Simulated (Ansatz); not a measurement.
These are frozen-core CCSD(T)/def2-TZVPP // TPSSh-D3(BJ)/def2-TZVP run with Ansatz (an electronic-structure program) values and carry that method's errors.

Ansatz 0.2 input:
```yaml
crystal:
  periodic: [false, false, false]
  atoms:
    - { symbol: C, position_ang: [2.39876, 0.413355, -0.590696] }
    - { symbol: C, position_ang: [1.354518, -0.008922, -0.163393] }
    - { symbol: C, position_ang: [0.108094, -0.504203, 0.340987] }
    - { symbol: C, position_ang: [-1.145968, -0.384486, -0.504522] }
    - { symbol: C, position_ang: [-0.9933, 0.470707, 0.712987] }
    - { symbol: H, position_ang: [3.321363, 0.783753, -0.967225] }
    - { symbol: H, position_ang: [0.185874, -1.393775, 0.956025] }
    - { symbol: H, position_ang: [-1.035889, 0.084054, -1.473065] }
    - { symbol: H, position_ang: [-1.840768, -1.213699, -0.470021] }
    - { symbol: H, position_ang: [-0.779194, 1.521643, 0.573688] }
    - { symbol: H, position_ang: [-1.582469, 0.232621, 1.589189] }
basis:
  gaussian: { orbitals: def2-TZVPP }
correlation:
  method: ccsd_t
```

Output:

```
Functional definition: HF
1416 factors; integrals over basis functions are off by at most 9.9e-4 eV
mean field evaluation 1: about -5242.8338 eV, gradient 3.5e1 eV
mean field evaluation 2: about -5243.1538 eV, gradient 3.4e1 eV
mean field evaluation 4: about -5246.4318 eV, gradient 4.3e0 eV
mean field evaluation 8: about -5246.4840 eV, gradient 3.0e-1 eV
mean field evaluation 16: about -5242.8322 eV, gradient 3.5e1 eV
mean field -5246.48435696 eV, -192.8047439235 hartree, gradient 1.2e-6 eV, S^2 0.000000; 0 other end points of the search recorded, 0 dependent functions left out
5 core orbitals not correlated
reference -5246.48435696 eV, -192.8047439235 hartree; 13, 13 occupied and 221, 221 virtual orbitals, 1416 factors
second order -21.83298798 eV of doubles, -0.00000000 eV of singles
cycle   1  -21.96223750 eV  change   -1.3e-1 eV  update   1.0e-1
cycle   2  -22.53683828 eV  change   -5.7e-1 eV  update   3.0e-2
cycle   3  -22.65054008 eV  change   -1.1e-1 eV  update   1.3e-2
cycle   4  -22.65079256 eV  change   -2.5e-4 eV  update   3.8e-3
cycle   5  -22.65321384 eV  change   -2.4e-3 eV  update   1.5e-3
cycle   6  -22.65384550 eV  change   -6.3e-4 eV  update   4.2e-4
cycle   7  -22.65377788 eV  change    6.8e-5 eV  update   1.3e-4
cycle   8  -22.65379465 eV  change   -1.7e-5 eV  update   4.5e-5
cycle   9  -22.65380399 eV  change   -9.3e-6 eV  update   1.7e-5
perturbative correction -1.08877426 eV, -0.0400117162 hartree
Total energy: -5270.22693522 eV, -193.6772675811 hartree
```

Cost: around 110 core-seconds (rough).
